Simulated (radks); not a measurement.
Results of a calculation; reference values are marked as such.
Valence configurations of the ytterbium ion Yb3+ (all share [Xe]). Level of theory: scalar-relativistic Kohn-Sham, SCAN, spin-polarised, spherical densities, finite nucleus; open shells are filled with parallel spins first (spin-orbit coupling, left out, can overturn this in heavy ions); meta-GGA in the generalised Kohn-Sham scheme; Fermi nuclear charge, rms radius 5.3108 fm (a radial shooting solver on a logarithmic mesh with Libxc functionals). Energies are relative to 4f13; eigenvalues in eV for spin up.

[
 {"valence": "4f13", "E (eV)": "0.000", "moment (Bohr magnetons)": "1", "e(4f)": "-36.607", "e(5d)": "-", "e(6p)": "-"},
 {"valence": "4f12.5 5d0.5", "E (eV)": "5.913", "moment (Bohr magnetons)": "2", "e(4f)": "-40.655", "e(5d)": "-26.114", "e(6p)": "-"},
 {"valence": "4f12.5 6p0.5", "E (eV)": "9.905", "moment (Bohr magnetons)": "2", "e(4f)": "-42.930", "e(5d)": "-", "e(6p)": "-19.671"},
 {"valence": "4f12 5d1", "E (eV)": "12.886", "moment (Bohr magnetons)": "3", "e(4f)": "-44.870", "e(5d)": "-27.384", "e(6p)": "-"},
 {"valence": "4f11.5 5d1.5", "E (eV)": "21.027", "moment (Bohr magnetons)": "4", "e(4f)": "-49.243", "e(5d)": "-28.594", "e(6p)": "-"},
 {"valence": "4f12 6p1", "E (eV)": "21.754", "moment (Bohr magnetons)": "3", "e(4f)": "-49.487", "e(5d)": "-", "e(6p)": "-21.315"},
 {"valence": "4f11 6p2", "E (eV)": "52.456", "moment (Bohr magnetons)": "5", "e(4f)": "-63.327", "e(5d)": "-", "e(6p)": "-23.977"}
]

NIST lists [Xe] 4f13 as the ground configuration; this level of theory agrees among the configurations tried. The energies are those of spherical high-spin densities, not of single terms. No valid solution was reached for [Xe] 4f12 6s1; [Xe] 4f11.5 5d0.5 6s1; [Xe] 4f11 5d1 6s1.
